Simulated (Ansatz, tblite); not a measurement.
Removing and adding an electron: Al(NH2)3 (AlN₃H₆). The state is a singlet with charge 0. Geometry: r2SCAN-D4/def2-SVP. Ansatz, gas phase; energy differences of separate SCF runs; the oxidised species was run as a doublet alone; the reduced species was run as a doublet alone.

```tsv
atom	x (Å)	y (Å)	z (Å)
Al1	-0.0011	0.0016	-0.0003
N2	1.0441	1.0244	-1.0127
H3	1.7137	0.6846	-1.6947
H4	1.0679	2.0384	-0.9983
N5	-1.3958	0.7106	0.8457
H6	-1.9096	0.2698	1.6011
H7	-1.8030	1.6190	0.6510
N8	0.3504	-1.7340	0.1662
H9	1.2246	-2.1826	-0.0854
H10	-0.2911	-2.4317	0.5275
```

The xTB rows come from tblite.

(1) Estimate orbital energies and vertical ionisation energies and electron affinities at: GFN1-xTB; GFN2-xTB; PBE-D4/def2-TZVPD; r2SCAN-D4/def2-TZVPD; PBE0-D4/def2-TZVP; PBE0-D4/def2-TZVPD.

## Answers

(1) 
```csv
level,−HOMO (eV),vertical IE (eV),−LUMO (eV),vertical EA (eV),HOMO–LUMO gap (eV),IE − EA (eV),remarks
GFN1-xTB,10.16,13.35,5.38,2.29,4.78,11.06,–
GFN2-xTB,9.62,12.97,5.33,2.38,4.29,10.59,–
PBE-D4/def2-TZVPD,5.45,–,1.08,-0.34,4.37,–,HOMO above zero (-1 doublet)
r2SCAN-D4/def2-TZVPD,5.71,–,0.52,-0.54,5.20,–,HOMO above zero (-1 doublet)
PBE0-D4/def2-TZVP,6.72,8.78,-0.27,–,6.99,–,–
PBE0-D4/def2-TZVPD,6.85,–,0.44,-0.50,6.41,–,HOMO above zero (-1 doublet)
```

Run but left out: PBE-D4/def2-TZVP, r2SCAN-D4/def2-TZVP (charge +1 doublet: an occupied level 0.19 to 0.21 eV above an empty one).   A HOMO above zero means that the electron is unbound at that level or that self-interaction error raises the level; the energy of removing that electron tells which. Raw xTB energy differences between charge states are shifted by several eV; the methods need an empirical correction for them. A negative affinity means that the extra electron isn't bound; its size then hangs on the basis.
